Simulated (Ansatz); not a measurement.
Two isomers of C2H6FNSi: A = `C[SiH2]/N=C/F`, B = `CN(C)[Si]F`.

Isolated molecules relaxed with PBE0-D4/def2-TZVP in Ansatz; ΔE leaves out vibrations. CBS: MP2 limit from def2 TZ/QZ plus the TZ coupled-cluster correction, frozen cores. DFT in def2-TZVPP. B3LYP here is the variant with VWN-RPA as its local correlation; programs differ in this. Each species was taken in one conformer, which may not be the lowest.

A:

```xyz
11

C     1.371   -1.027   -0.611
Si    0.595    0.384    0.318
N    -1.050   -0.035    0.702
C    -2.048    0.612    0.374
F    -3.280    0.210    0.706
H     2.420   -0.811   -0.829
H     0.855   -1.199   -1.558
H     1.322   -1.945   -0.022
H     0.644    1.639   -0.493
H     1.291    0.626    1.607
H    -2.119    1.546   -0.194
```

B:

Z-matrix (Å, degrees):
```
C
N 1 1.446
H 1 1.096 2 111.2
H 1 1.094 2 110.1 3 -119.8
H 1 1.096 2 111.2 3 120.4
C 2 1.445 1 113.8 3 -60.2
Si 2 1.710 1 118.4 3 119.8
H 6 1.089 2 110.2 1 -179.9
H 6 1.097 2 110.8 1 -59.6
H 6 1.097 2 110.8 1 59.8
F 7 1.626 2 100.1 1 -180.0
```

(1) Which isomer does CCSD(T)/CBS put lower? Give the gap. (Best estimate.)

(2) Give E(B) − E(A) in kJ/mol with B3LYP, CCSD(T)/def2-SVP, BLYP-D4, r2SCAN-D4, B3LYP-D4, LDA (SPW92), MP2/def2-TZVPP. (An estimate is asked.)

(3) Does the order hold for the free energy at 298.15 K (harmonic terms from PBE0-D4)? (Best estimate.)

Largest T1 diagnostic: 0.013.

## Answers

(1) The calculation gave: B, by 113.3 kJ/mol.

(2) Computed: B3LYP -101.6, CCSD(T)/def2-SVP -110.0, BLYP-D4 -106.0, r2SCAN-D4 -92.1, B3LYP-D4 -106.6, LDA (SPW92) -120.3, MP2/def2-TZVPP -109.5. None reverses the order clearly.

(3) The calculation gave: Yes: G(B) − G(A) = -89.1 kJ/mol, for one conformer each.

In def2-TZVPP, CCSD(T) changes the Hartree–Fock value by −25.7 kJ/mol (the triples alone add +1.1 kJ/mol) and MP2 by −26.0 kJ/mol. Leaving LDA and LC-ωPBE aside and taking each functional with its dispersion term where it has one, the values, not all of them listed here, spread over 19.9 kJ/mol, from ωB97M-V to r2SCAN-D4. LDA lies −20.2 kJ/mol from PBE without D4.
